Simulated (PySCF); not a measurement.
A PySCF script (with the pyscf-properties extension) for the NMR shieldings of SMILES C(C)CN[B@H-]([NH3+])B(Cl)Cl, C$_{3}$H$_{12}$B$_{2}$Cl$_{2}$N$_{2}$, on a GFN2-xTB geometry:

```python
import basis_set_exchange as bse
import numpy as np
from pyscf import gto, dft
from pyscf.prop import nmr

atoms = """
C    -2.877231    0.127202    0.589076
C    -1.565338   -0.518312    0.162788
C    -0.782353    0.377047   -0.811422
N     0.456869   -0.205239   -1.261214
B     1.760782    0.033705   -0.717558
N     1.943246   -1.183210    0.736253
B     2.047334    1.540433    0.015329
Cl    2.436665    1.719778    1.715815
Cl    2.039430    3.033554   -0.846935
H    -2.687209    1.062585    1.110681
H    -3.432613   -0.531799    1.253105
H    -3.496136    0.341299   -0.279488
H    -0.950327   -0.706486    1.045506
H    -1.769044   -1.478109   -0.319878
H    -1.424806    0.594184   -1.674905
H    -0.555492    1.324732   -0.315771
H     0.305541   -0.978204   -1.889384
H     2.632367   -0.394574   -1.399575
H     1.923458   -0.631635    1.587507
H     1.165560   -1.829353    0.704561
H     2.820378   -1.680654    0.667593
"""
names = dict.fromkeys(["C", "N", "B", "Cl", "H"], "pcSseg-1")
basis = {el: gto.basis.parse(bse.get_basis(n, elements=[el], fmt="nwchem")) for el, n in names.items()}
mol = gto.M(atom=atoms, basis=basis, charge=0, verbose=0)
mf = dft.RKS(mol, xc="PBE0")
mf.grids.level = 2
mf.grids.alignment = dft.numint.BLKSIZE   # the property module wants whole blocks of grid points
mf.conv_tol = 1e-9
mf.kernel()

calc = nmr.RKS(mf)   # GIAO
C = mf.mo_coeff
Co = C[:, mf.mo_occ > 0]
resp = mf.gen_response(singlet=True, hermi=2)
def vind(x):   # induced exchange potential for any number of trial vectors
    d = np.einsum("pi,xij,qj->xpq", C, 2 * x.reshape(-1, C.shape[1], Co.shape[1]), Co, optimize=True)
    return np.einsum("xpq,pi,qj->xij", resp(d - d.transpose(0, 2, 1)), C, Co, optimize=True).ravel()
mo1, _ = nmr.rhf.solve_mo1(calc, with_cphf=vind)
sigma = calc.kernel(mo1)
for i, s in enumerate(sigma):   # ppm
    print("%2d %-2s %9.2f" % (i, mol.atom_pure_symbol(i), np.trace(s) / 3))
```

Problem. Give the expected output.

Solution. 
```
 0 C     173.46
 1 C     149.11
 2 C     127.48
 3 N     192.14
 4 B      99.70
 5 N     204.95
 6 B      20.27
 7 Cl    619.04
 8 Cl    622.88
 9 H      30.94
10 H      30.64
11 H      30.93
12 H      30.78
13 H      30.48
14 H      28.54
15 H      29.35
16 H      30.49
17 H      28.04
18 H      27.52
19 H      30.98
20 H      29.57
```

These numbers come from an equivalent density-fitted implementation of the same equations, which agrees with the script to about 0.01 ppm for H and up to a few tenths of a ppm for heavy atoms, so last digits may differ.

Size and cost of the density-fitted run: 227 basis functions, 96 s wall time on 1 thread of an Arm Neoverse N1, shared host; peak memory 1.1 GiB.
